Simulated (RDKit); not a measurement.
A run for RDKit: UFF on C2H6 (a complex), monomers drawn apart or pushed together.

```python
from rdkit import Chem
from rdkit.Chem import AllChem, rdDetermineBonds

blocks = [
'''6

C     0.40942645    0.55153586   -0.32883006
C    -0.13505697   -0.61369184   -0.01149816
H     1.48203390    0.70262540   -0.31143485
H    -0.19496967    1.40264911   -0.61852531
H    -1.20767617   -0.76484229   -0.02834837
H     0.46917994   -1.46471260    0.27883128
''',
'''2

H    -0.29656038    0.10106548    2.64346522
H    -0.43316132    0.06432046    3.37471104
''',
]
mol = None
for b in blocks:
    f = Chem.MolFromXYZBlock(b)
    rdDetermineBonds.DetermineBonds(f, charge=0)
    mol = f if mol is None else Chem.CombineMols(mol, f)
Chem.SanitizeMol(mol)
print(Chem.MolToSmiles(Chem.RemoveHs(mol)))
ff = AllChem.UFFGetMoleculeForceField(mol, vdwThresh=100.0, ignoreInterfragInteractions=False)
e = ff.CalcEnergy()
print(f'UFF energy {e:.6f} kcal/mol')
```

Program output:

```
C=C.[H][H]
UFF energy 1.053713 kcal/mol
```

The run finished.

Cost: roughly 0.010 core-seconds.
